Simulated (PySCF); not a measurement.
Vertical excitations of a molecule C₃H₈O₂Si from TDA-PBE/def2-SVPD run with PySCF, as energy in eV (oscillator strength): 5.07 (0.006), 5.50 (0.008), 5.87 (0.004), 6.48 (0.038), 6.55 (0.019), 6.75 (0.089), 6.93 (0.018), 7.04 (0.013), 7.13 (0.003), 7.21 (0.004). Lowest triplet (TDA): 4.27 eV. Geometry optimised at PBE0-D3(BJ)/def2-SVP. One conformer was computed; it need not be the lowest.

Task: Which molecule gave these data?
A) COCC(=O)[SiH3]
B) C=C(OC)[SiH2]O
C) C[C@H]1O[Si@@H](C)O1
D) C=C[Si@@H](O)OC

Result: D, C=C[Si@@H](O)OC
